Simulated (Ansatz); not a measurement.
Mulliken charges of `[SiH3][SiH]1OC1(Cl)Cl` from ωB97M-V/def2-TZVPP in Ansatz (PBE0-D4/def2-TZVP geometry).

| atom | x (Å) | y (Å) | z (Å) | charge (e) |
| --- | --- | --- | --- | --- |
| Si1 | -0.455 | -1.413 | 1.164 | 0.044 |
| Si2 | 0.779 | -0.013 | -0.236 | 0.336 |
| O3 | 0.102 | 0.316 | -1.762 | -0.326 |
| C4 | 0.050 | 1.480 | -0.990 | 0.058 |
| Cl5 | 1.026 | 2.795 | -1.632 | -0.062 |
| Cl6 | -1.590 | 2.025 | -0.648 | -0.065 |
| H7 | -1.883 | -1.025 | 1.093 | 0.016 |
| H8 | -0.270 | -2.819 | 0.721 | 0.003 |
| H9 | 0.069 | -1.259 | 2.545 | 0.000 |
| H10 | 2.255 | -0.138 | -0.252 | -0.004 |

**Question.** By hand: the dipole of these point charges (1 e Å = 4.8032 D).

**Answer.** Σ q r = (0.211, -0.413, 0.653) e Å, of length 0.801 e Å = 3.85 D.

**Question.** How does the dipole of the full density compare? (An estimate is asked.)

**Answer.** Computed: (0.188, -0.519, 0.534) e Å, 3.69 D; the point charges give 1.04 times that, at 12° from its direction.

Point charges leave out the atoms' own dipoles, such as those of lone pairs, and Mulliken's split depends on the basis, so the close match here is no proof of good charges.
